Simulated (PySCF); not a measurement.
A survey of ¹⁵N NMR shifts

Gas phase, no relativistic terms, one conformer, averaged over atoms made equivalent by symmetry, fast rotation or ring inversion. Shielding tensors at PBE0/pcSseg-1 (GIAO); GFN2-xTB geometry; PySCF 2.14.0 with density-fitted response routines.

Shieldings were converted by a linear fit to measured shifts: ¹⁵N (scatter 6.3 ppm rms vs CH3NO2, solution or neat liquid). A few per cent of atoms miss by over 2 rms, more outside the fitted compound classes.

Question: Give the ¹⁵N shifts of `N#CC[Si@@H](Cl)C1=C(Cl)CC1`, `[SiH3]c1cnns1`, `CC[Si@@H]1CC[C@H]1C#N`, `C=C/C(=N\C)C(F)F`, `C=C/C(=N\C)C(F)F`, `C[Si@@](F)([SiH3])N[SiH3]`.

Answer: 
| compound | environment | δ (ppm) |
| --- | --- | --- |
| N#CC[Si@@H](Cl)C1=C(Cl)CC1 | nitrile nitrogen | -119.1 |
| [SiH3:1][c:2]1[cH:3][n:4][n:5][s:6]1 | N5: pyridine-type nitrogen of an azole | 47.0 |
| [SiH3:1][c:2]1[cH:3][n:4][n:5][s:6]1 | N4: pyridine-type nitrogen of an azole | 39.5 |
| CC[Si@@H]1CC[C@H]1C#N | nitrile nitrogen | -121.9 |
| C=C/C(=N\C)C(F)F | imine nitrogen | -36.8 |
| C=C/C(=N\C)C(F)F | imine nitrogen | -36.8 |
| C[Si@@](F)([SiH3])N[SiH3] | nitrogen bonded to 2 Si, H | -376.7 |

Question: Match the shifts -53.2, -103.6, -189.2, -382.5 ppm to `C=C(C#N)C[SiH2]CC`, `CN[SiH2]CC[SiH3]`, `CCn1cpcc1C=O`, `C[P@@H](=O)c1ccncc1`.

Answer: -53.2: C[P@@H](=O)c1ccncc1 (pyridine-type ring nitrogen); -103.6: C=C(C#N)C[SiH2]CC (nitrile nitrogen); -189.2: CCn1cpcc1C=O (pyrrole-type ring nitrogen); -382.5: CN[SiH2]CC[SiH3] (nitrogen bonded to C, Si, H).
